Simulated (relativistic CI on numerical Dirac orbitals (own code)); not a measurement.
**Energy levels of Pb XLVI**

Calculated at this level of theory: Dirac-Coulomb-Breit CI, KLI orbitals optimised for each configuration, QED by a radiative potential, unscaled Slater integrals (own radial code, finite nucleus).

Configuration list (outside the closed core [Ar] 3d10): 4s²4p⁶4d, 4s²4p⁶4f, 4s²4p⁵4d², 4s4p⁶4d², 4s²4p⁵4d4f, 4s4p⁶4d4f, 4s²4p⁶5s, 4s²4p⁶5p, 4p⁶4d³, 4p⁵4d⁴, 4p⁵4d³4f, 4s4p⁶4f², 4s4p⁵4f³, 4p⁶4f³. Double excitations out of closed p, d and f shells are left out; levels of such configurations are missing from the list, as are those of other unlisted configurations, and high levels can miss mixing partners.

The lowest level is 4s²4p⁶4d ²D3/2, with 100 % of that term; Hund's rules for 4s²4p⁶4d give ²D with J = 3/2, in agreement.

| No. | Configuration | Term | J | E (eV) | % | Lifetime (s) | jj configuration (%) |
| --- | --- | --- | --- | --- | --- | --- | --- |
| 1 | 4s²4p⁶4d | ²D | 3/2 | 0.000 | 100 |  | 4d3/2 (100) |
| 2 | 4s²4p⁶4d | ²D | 5/2 | 33.278 | 100 | 4.83e-06 | 4d5/2 (100) |
| 3 | 4s²4p⁵4d² | ⁴D° | 3/2 | 181.943 | 41 | 3.55e-10 | 4p3/2^3 4d3/2^2 (98) |
| 4 | 4s²4p⁵4d² | ⁴D° | 1/2 | 182.835 | 84 | 9.87e-11 | 4p3/2^3 4d3/2^2 (92) |
| 5 | 4s²4p⁵4d² | ⁴F° | 5/2 | 186.093 | 35 | 1.47e-10 | 4p3/2^3 4d3/2^2 (96) |
| 6 | 4s²4p⁵4d² | ²G° | 7/2 | 187.879 | 33 | 3.56e-08 | 4p3/2^3 4d3/2^2 (99) |
| 7 | 4s²4p⁵4d² | ²P° | 3/2 | 197.294 | 29 | 1.46e-09 | 4p3/2^3 4d3/2^2 (95) |
| 8 | 4s²4p⁵4d² | ⁴D° | 5/2 | 211.839 | 48 | 4.39e-09 | 4p3/2^3 4d3/2 4d5/2 (99) |
| 9 | 4s²4p⁵4d² | ⁴G° | 9/2 | 215.372 | 70 | 4.74e-06 | 4p3/2^3 4d3/2 4d5/2 (99) |
| 10 | 4s²4p⁵4d² | ⁴F° | 7/2 | 216.083 | 39 | 1.14e-10 | 4p3/2^3 4d3/2 4d5/2 (96) |
| 11 | 4s²4p⁵4d² | ⁴D° | 3/2 | 218.597 | 44 | 5.94e-11 | 4p3/2^3 4d3/2 4d5/2 (95) |
| 12 | 4s²4p⁵4d² | ⁴P° | 5/2 | 219.166 | 39 | 1.59e-10 | 4p3/2^3 4d3/2 4d5/2 (98) |
| 13 | 4s²4p⁵4d² | ²H° | 11/2 | 220.550 | 66 | 1.46e-03 | 4p3/2^3 4d3/2 4d5/2 (97) |
| 14 | 4s²4p⁵4d² | ²G° | 7/2 | 221.540 | 45 | 1.21e-08 | 4p3/2^3 4d3/2 4d5/2 (99) |
| 15 | 4s²4p⁵4d² | ⁴P° | 1/2 | 224.065 | 32 | 1.23e-07 | 4p3/2^3 4d3/2 4d5/2 (99) |
| 16 | 4s²4p⁵4d² | ²F° | 7/2 | 226.963 | 35 | 1.20e-09 | 4p3/2^3 4d3/2 4d5/2 (97) |
| 17 | 4s²4p⁵4d² | ⁴D° | 5/2 | 227.563 | 43 | 8.72e-11 | 4p3/2^3 4d3/2 4d5/2 (97) |
| 18 | 4s²4p⁵4d² | ⁴S° | 3/2 | 229.093 | 33 | 6.56e-10 | 4p3/2^3 4d3/2 4d5/2 (97) |
| 19 | 4s²4p⁵4d² | ²G° | 9/2 | 230.109 | 60 | 4.81e-05 | 4p3/2^3 4d3/2 4d5/2 (98) |
| 20 | 4s²4p⁵4d² | ²F° | 5/2 | 235.442 | 54 | 3.27e-12 | 4p3/2^3 4d3/2 4d5/2 (62) |
| 21 | 4s²4p⁵4d² | ²D° | 3/2 | 243.344 | 39 | 9.92e-13 | 4p3/2^3 4d3/2 4d5/2 (92) |
| 22 | 4s²4p⁵4d² | ⁴G° | 11/2 | 248.729 | 66 | 2.99e-06 | 4p3/2^3 4d5/2^2 (97) |
| 23 | 4s²4p⁵4d² | ²F° | 7/2 | 250.940 | 38 | 4.15e-11 | 4p3/2^3 4d5/2^2 (76) |
| 24 | 4s²4p⁵4d² | ²P° | 1/2 | 251.673 | 73 | 7.46e-13 | 4p3/2^3 4d3/2 4d5/2 (81) |
| 25 | 4s²4p⁵4d² | ²D° | 5/2 | 251.937 | 53 | 1.08e-09 | 4p3/2^3 4d5/2^2 (99) |
| 26 | 4s²4p⁵4d² | ²G° | 9/2 | 254.592 | 45 | 2.23e-06 | 4p3/2^3 4d5/2^2 (97) |
| 27 | 4s²4p⁵4d² | ²P° | 1/2 | 259.605 | 56 | 6.57e-12 | 4p3/2^3 4d5/2^2 (90) |
| 28 | 4s²4p⁵4d² | ²F° | 7/2 | 263.726 | 39 | 2.71e-10 | 4p3/2^3 4d5/2^2 (76) |
| 29 | 4s²4p⁵4d² | ²P° | 3/2 | 270.840 | 59 | 1.61e-09 | 4p3/2^3 4d5/2^2 (99) |
| 30 | 4s²4p⁶4f | ²F° | 5/2 | 274.263 | 59 | 4.66e-13 | 4f5/2 (59) |
| 31 | 4s²4p⁵4d² | ²P° | 3/2 | 281.775 | 48 | 8.42e-13 | 4p3/2^3 4d5/2^2 (91) |
| 32 | 4s²4p⁶4f | ²F° | 7/2 | 282.205 | 51 | 9.15e-13 | 4f7/2 (51) |
| 33 | 4s²4p⁵4d² | ²D° | 5/2 | 283.803 | 43 | 6.50e-13 | 4p3/2^3 4d5/2^2 (87) |
| 34 | 4s²4p⁵4d² | ⁴G° | 5/2 | 348.384 | 45 | 6.62e-13 | 4p1/2 4p3/2^4 4d3/2^2 (96) |
| 35 | 4s²4p⁵4d² | ²P° | 1/2 | 369.560 | 56 | 3.15e-13 | 4p1/2 4p3/2^4 4d3/2^2 (96) |
| 36 | 4s²4p⁵4d² | ⁴G° | 7/2 | 375.567 | 48 | 2.08e-10 | 4p1/2 4p3/2^4 4d3/2 4d5/2 (100) |
| 37 | 4s²4p⁵4d² | ²D° | 3/2 | 376.102 | 58 | 2.00e-13 | 4p1/2 4p3/2^4 4d3/2^2 (71) |
| 38 | 4s²4p⁵4d² | ²D° | 5/2 | 376.795 | 28 | 9.67e-12 | 4p1/2 4p3/2^4 4d3/2 4d5/2 (99) |
| 39 | 4s²4p⁵4d² | ⁴D° | 3/2 | 379.693 | 35 | 6.13e-13 | 4p1/2 4p3/2^4 4d3/2 4d5/2 (74) |
| 40 | 4s²4p⁵4d² | ⁴P° | 1/2 | 379.784 | 45 | 1.85e-09 | 4p1/2 4p3/2^4 4d3/2 4d5/2 (99) |
| 41 | 4s²4p⁵4d² | ²H° | 9/2 | 382.365 | 50 | 2.59e-08 | 4p1/2 4p3/2^4 4d3/2 4d5/2 (98) |
| 42 | 4s²4p⁵4d² | ²D° | 5/2 | 402.509 | 47 | 2.11e-13 | 4p1/2 4p3/2^4 4d3/2 4d5/2 (95) |
| 43 | 4s²4p⁵4d² | ²F° | 7/2 | 403.064 | 53 | 2.75e-13 | 4p1/2 4p3/2^4 4d3/2 4d5/2 (81) |
| 44 | 4s²4p⁵4d² | ²P° | 3/2 | 405.684 | 51 | 2.41e-13 | 4p1/2 4p3/2^4 4d3/2 4d5/2 (96) |
| 45 | 4s²4p⁵4d² | ²F° | 7/2 | 410.832 | 37 | 1.67e-12 | 4p1/2 4p3/2^4 4d5/2^2 (84) |
| 46 | 4s²4p⁵4d² | ²G° | 9/2 | 414.418 | 43 | 2.45e-08 | 4p1/2 4p3/2^4 4d5/2^2 (98) |
| 47 | 4s²4p⁵4d² | ²P° | 3/2 | 414.687 | 31 | 1.90e-11 | 4p1/2 4p3/2^4 4d5/2^2 (99) |
| 48 | 4s²4p⁵4d² | ²F° | 5/2 | 417.296 | 38 | 1.66e-09 | 4p1/2 4p3/2^4 4d5/2^2 (99) |
| 49 | 4s²4p⁵4d² | ²P° | 1/2 | 427.559 | 78 | 5.24e-11 | 4p1/2 4p3/2^4 4d5/2^2 (98) |
| 50 | 4s²4p⁵4d4f | ⁴G | 5/2 | 428.954 | 87 | 2.78e-11 | 4p3/2^3 4d3/2 4f5/2 (98) |
| 51 | 4s²4p⁵4d4f | ⁴F | 3/2 | 434.182 | 53 | 6.62e-12 | 4p3/2^3 4d3/2 4f5/2 (79) |
| 52 | 4s²4p⁵4d4f | ⁴G | 7/2 | 436.718 | 52 | 1.44e-11 | 4p3/2^3 4d3/2 4f5/2 (85) |
| 53 | 4s²4p⁵4d4f | ²I | 11/2 | 438.265 | 43 | 3.22e-11 | 4p3/2^3 4d3/2 4f5/2 (99) |
| 54 | 4s²4p⁵4d4f | ⁴F | 5/2 | 438.810 | 33 | 5.33e-12 | 4p3/2^3 4d3/2 4f5/2 (72) |
| 55 | 4s²4p⁵4d4f | ⁴D | 1/2 | 440.403 | 65 | 2.09e-12 | 4p3/2^3 4d3/2 4f5/2 (95) |
| 56 | 4s²4p⁵4d4f | ⁴H | 9/2 | 442.273 | 33 | 4.15e-11 | 4p3/2^3 4d3/2 4f5/2 (97) |
| 57 | 4s²4p⁵4d4f | ⁴F | 3/2 | 443.233 | 38 | 1.60e-12 | 4p3/2^3 4d3/2 4f5/2 (82) |
| 58 | 4s²4p⁵4d4f | ⁴F | 5/2 | 444.621 | 42 | 1.28e-12 | 4p3/2^3 4d3/2 4f5/2 (82) |
| 59 | 4s²4p⁵4d4f | ⁴G | 7/2 | 445.020 | 27 | 2.21e-12 | 4p3/2^3 4d3/2 4f5/2 (94) |
| 60 | 4s²4p⁵4d4f | ⁴P | 1/2 | 446.361 | 50 | 5.59e-12 | 4p3/2^3 4d3/2 4f5/2 (64) |
| 61 | 4s²4p⁵4d4f | ²F | 7/2 | 447.570 | 22 | 2.48e-12 | 4p3/2^3 4d3/2 4f7/2 (90) |
| 62 | 4s²4p⁵4d4f | ⁴G | 9/2 | 450.011 | 46 | 2.00e-12 | 4p3/2^3 4d3/2 4f7/2 (75) |
| 63 | 4s²4p⁵4d4f | ²H | 11/2 | 450.854 | 39 | 2.63e-12 | 4p3/2^3 4d3/2 4f7/2 (94) |
| 64 | 4s²4p⁵4d4f | ⁴I | 13/2 | 451.925 | 63 | 7.31e-12 | 4p3/2^3 4d3/2 4f7/2 (82) |
| 65 | 4s²4p⁵4d4f | ²G | 7/2 | 453.286 | 35 | 1.72e-12 | 4p3/2^3 4d3/2 4f7/2 (65) |
| 66 | 4s²4p⁵4d4f | ²F | 5/2 | 454.029 | 37 | 2.41e-12 | 4p3/2^3 4d3/2 4f7/2 (76) |
| 67 | 4s²4p⁵4d4f | ²H | 9/2 | 454.030 | 34 | 1.07e-12 | 4p3/2^3 4d3/2 4f5/2 (72) |
| 68 | 4s²4p⁵4d4f | ⁴G | 7/2 | 454.686 | 25 | 9.78e-13 | 4p3/2^3 4d3/2 4f5/2 (67) |
| 69 | 4s²4p⁵4d4f | ²H | 9/2 | 455.058 | 41 | 3.97e-12 | 4p3/2^3 4d3/2 4f7/2 (83) |
| 70 | 4s²4p⁵4d4f | ⁴D | 3/2 | 457.569 | 27 | 1.50e-12 | 4p3/2^3 4d3/2 4f5/2 (61) |

Energies count from the lowest computed level; ° marks odd parity; lifetimes are radiative, by E1, M1, E2, M2, E3 decay to levels of this space only. Filled j subshells are mostly left out of the jj labels.

The mean weight of the leading LS term, summed over parents, in these 70 levels is 48 %, and that of the leading jj configuration (from the same eigenvectors) 89 %, so jj coupling describes them better and the LS labels are nominal.

At this charge energies of transitions that change n are usually good to better than 1 %, and those within a shell (Δn = 0) to a few per cent.

LS names give the leading component of a level, which can be under half, so a name can repeat, a term be missing and a line seem to break the LS rules.
